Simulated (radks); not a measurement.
Isoelectronic series with 11 electrons, each ion in its NIST ground configuration. Calculated with a radial shooting solver on a logarithmic mesh with Libxc functionals: non-relativistic Kohn-Sham, PBE, spin-polarised, spherical densities, point nucleus; open shells are filled with parallel spins first. Total energies (hartree) and mean radii <r> (bohr) (* marks an orbital that is empty in some or all of the ions):

| ion | configuration | E (hartree) | 3p up* | 3s up | 2p down | 2p up | 2s down |
|---|---|---|---|---|---|---|---|
| Mg+ | [Ne] 3s1 | -199.67537 | 3.430 | 2.772 | 0.6869 | 0.6890 | 0.6978 |
| Al2+ | [Ne] 3s1 | -241.32347 | 2.530 | 2.196 | 0.6004 | 0.6020 | 0.6261 |
| Si3+ | [Ne] 3s1 | -287.10295 | 2.039 | 1.843 | 0.5340 | 0.5352 | 0.5675 |
| P4+ | [Ne] 3s1 | -337.00712 | 1.720 | 1.597 | 0.4811 | 0.4821 | 0.5187 |
| S5+ | [Ne] 3s1 | -391.03214 | 1.494 | 1.414 | 0.4380 | 0.4388 | 0.4776 |
| Cl6+ | [Ne] 3s1 | -449.17555 | 1.323 | 1.271 | 0.4021 | 0.4028 | 0.4425 |
| Ar7+ | [Ne] 3s1 | -511.43572 | 1.189 | 1.156 | 0.3718 | 0.3723 | 0.4121 |
| K8+ | [Ne] 3s1 | -577.81145 | 1.081 | 1.060 | 0.3457 | 0.3461 | 0.3857 |
| Ca9+ | [Ne] 3s1 | -648.30189 | 0.9911 | 0.9802 | 0.3231 | 0.3235 | 0.3624 |
| Sc10+ | [Ne] 3s1 | -722.90639 | 0.9157 | 0.9117 | 0.3033 | 0.3036 | 0.3417 |
| Ti11+ | [Ne] 3s1 | -801.62446 | 0.8513 | 0.8523 | 0.2858 | 0.2861 | 0.3233 |
